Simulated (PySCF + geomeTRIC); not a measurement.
The multiplicity is imposed and other spin states were not computed.

Species: [Ti(OCH3)3(SH)] (charge 0, multiplicity 1).

Problem. Give a relaxed geometry from TPSS-D3(BJ)/def2-SVP in PySCF + geomeTRIC.

Solution. This is not unique; one that fits is the end point of this relaxation, one of several conformers.
Cartesian coordinates (Å) in one orientation:
```xyz
18

Ti    -0.301    -0.633     0.499
O     -0.959     0.073    -0.996
C     -1.664     0.017    -2.206
H     -1.318    -0.834    -2.826
H     -1.509     0.953    -2.777
H     -2.747    -0.104    -2.011
O      0.430    -2.228     0.220
C      1.473    -3.158     0.350
H      1.824    -3.476    -0.650
H      1.110    -4.051     0.893
H      2.325    -2.725     0.908
O      0.828     0.537     1.230
C      1.413     1.812     1.230
H      1.069     2.408     0.361
H      2.516     1.724     1.185
H      1.145     2.351     2.159
S     -2.083    -1.047     1.965
H     -2.306     0.281     2.154
```
